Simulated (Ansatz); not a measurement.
# Which isomer of C2H3In gives these data?

These gas-phase data were calculated for one isomer of C2H3In at PBE0-D3(BJ)/def2-SVP (harmonic, unscaled wavenumbers; equilibrium rotational constants with average atomic masses):

```
rotational constants            : 106.5, 2.892, 2.815 GHz
all wavenumbers above 1500 cm⁻¹ : 3467, 2120, 1832, 1828
dipole moment                   : 0.38 D (PBE0/def2-TZVPD)
```

Candidates:

(1) `C=[CH][In]`, a singlet
(2) `C#[C][InH2]`, a singlet

Problem. Which candidate do the data belong to?

Solution. Candidate (2). The band at 3467 cm⁻¹ lies where the ≡C–H stretch is expected; (1) has no mode between 3300 and 3560 cm⁻¹.

The same quantities for all candidates:

|  | rotational constants (GHz) | wavenumbers above 1500 cm⁻¹ | dipole (D) | E above the lowest, PBE0-D3(BJ)/def2-SVP (kcal/mol) |
| --- | --- | --- | --- | --- |
| (1) | 44.96, 3.106, 2.905 | 3157, 3120, 3074, 1637 | 0.51 | 0.0 |
| (2) | 106.5, 2.892, 2.815 | 3467, 2120, 1832, 1828 | 0.38 | 45.2 |

Atoms past krypton carry core potentials. Programs: Ansatz 0.2.0.
